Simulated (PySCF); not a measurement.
# Shapes and spin states of Pt2S

These are results of PBE0 in PySCF with S def2-SVP, Pt def2-SVP with ECP60; scalar-relativistic core potentials, no spin–orbit coupling; density-fitted integrals, not measurements.

Relaxations began from a few typed shapes and spin states; open shells are unrestricted. The search is not exhaustive: other isomers or separated fragments can lie lower, and high-lying points may rest on an excited occupation.

```
                                                 spin  group                             bonds                             angles  imaginary modes (cm⁻¹)  ΔE (kJ/mol)  ΔE with ZPE (kJ/mol)
                                              triplet    C2v  Pt–Pt 2.669 Å, S–Pt 2.158 Å (×2)  Pt–Pt–S 51.8° (×2), Pt–S–Pt 76.4°                    none          0.0                   0.0
                   broken-symmetry Ms = 0 (⟨S²⟩ 0.38)    C2v                 S–Pt 2.082 Å (×2)                     Pt–S–Pt 115.1°                    none         67.2                  67.5
singlet (closed shell, unstable to spin polarisation)    C2v                 S–Pt 2.077 Å (×2)                     Pt–S–Pt 111.9°                    none         68.7                  69.3
singlet (closed shell, unstable to spin polarisation)    D∞h                 S–Pt 2.091 Å (×2)                     Pt–S–Pt 180.0°                    242i        179.2                     –
```

The lowest minimum found is the triplet C2v: Pt–Pt 2.669 Å, S–Pt 2.158 Å (×2); Pt–Pt–S 51.8° (×2), Pt–S–Pt 76.4°.

For the lowest minimum: open d and f shells are described by one determinant, and the ground state may have another occupation or spin. With an element this heavy the missing spin–orbit coupling can shift these numbers.

The electron or spin density has lower symmetry than the nuclear frame for the broken-symmetry Ms = 0 (⟨S²⟩ 0.38) C2v at 67.2 kJ/mol, singlet (closed shell, unstable to spin polarisation) D∞h at 179.2 kJ/mol.
